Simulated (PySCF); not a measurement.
**How methods differ on the excitation energy of B**

B [He] 2s2 2p1 (2P) → B [He] 2s1 2p2 (4P), as a difference of total energies. Computed with PySCF 2.14 in aug-cc-pVQZ, with no relativity, point nucleus. Correlated levels: valence: 1s2 frozen. The calculations carry no spin-orbit coupling.

```csv
method,excitation energy (eV)
UHF,2.191
LDA,3.287
PBE,3.278
PBE0,3.224
r2SCAN,2.945
B3LYP,3.604
wB97X-V,3.541
CAM-B3LYP,3.618
M06,3.536
MP2 (valence),3.150
SCS-MP2 (valence),3.544
```

How much does correlation contribute at MP2 (valence)?

3.150 − (2.191) = 0.959 eV, measured against UHF.
